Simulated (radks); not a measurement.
Values are calculated unless marked as measured or tabulated.
Cr III, configuration [Ar] 3d3 4p1 (not the ground configuration).

Level of theory: scalar-relativistic Kohn-Sham, PBEsol, spin-polarised, spherical densities, finite nucleus; open shells are filled with parallel spins first; Fermi nuclear charge, rms radius 3.6452 fm (a radial shooting solver on a logarithmic mesh with Libxc functionals).

Energy parts (eV):
part                      energy
total                 -28525.493
kinetic                28813.122
electron-nucleus      -67488.325
Hartree                11422.079
exchange-correlation   -1272.368

Orbitals (lengths in bohr, moments of r in powers of bohr):
orbital  occ.  eigenvalue (eV)   <1/r>       <r^4>
1s up       1        -5903.369   23.86  0.00007614
1s down     1        -5903.336   23.86  0.00007613
2s up       1        -697.1666   5.042     0.01820
2s down     1        -695.7616   5.050     0.01807
2p up       3        -590.8597   4.945     0.01425
2p down     3        -589.7615   4.952     0.01412
3s up       1        -104.0565   1.589       1.329
3s down     1        -100.5628   1.584       1.341
3p up       3         -75.2172   1.461       1.847
3p down     3         -71.7575   1.455       1.876
3d up       3         -30.8742   1.155       5.665
3d down     0         -27.4730   1.144       6.057
4p up       1         -16.4103  0.4437       146.8

The highest occupied level is 4p up at -16.410 eV. The configuration is held as typed, so some empty levels lie below it. Spin moment in Bohr magnetons: 4. The density falls to 0.001 e/bohr^3 at r = 3.96 bohr. The electron density at the nucleus is 1.148e+04 e/bohr^3 (large components only). The spin density at the nucleus is -0.906 e/bohr^3 (1s -0.066, 2s -1.403, 3s 0.563).
